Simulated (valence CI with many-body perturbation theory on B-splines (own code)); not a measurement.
Results of a calculation; reference values are marked as such.
**Run record, Cl12+**

The program does CI of the valence electrons with many-body perturbation theory for a frozen closed Dirac-Fock core.

Command, and the settings that its task file holds:

```sh
python run_cv.py task.json out
```

```
atom Cl  Z=17  mass_number=35  rms_radius_fm=3.3654
core [He]
valence 2s2 2p2
avg = 1
basis = S
breit = 1
cap = 10000
capref = 1200
cscale = 1
de = 0.0
dress = 0
eps = 2e-08
extrap = 1
h = 0.27
hh = 1
l2 = 3
lcore = 6
maxit = 60
n2 = 5
natural = 1
nlev = 21
nno = [3, 3, 3, 2, 1]
nroot = 26
nsp = [3, 3, 2, 1, 0]
pt2 = 1
qed = 1
rpa = 1
s1 = 1
s2 = 1
s3 = 1
screen = 1
tol = 2e-05
whole = 1
```

Task: What became of the run, and why?

Result: It gave no result: the electrons of core and valence do not add up to the charge. The program said: "core and valence hold 6 electrons, the ion has 5".
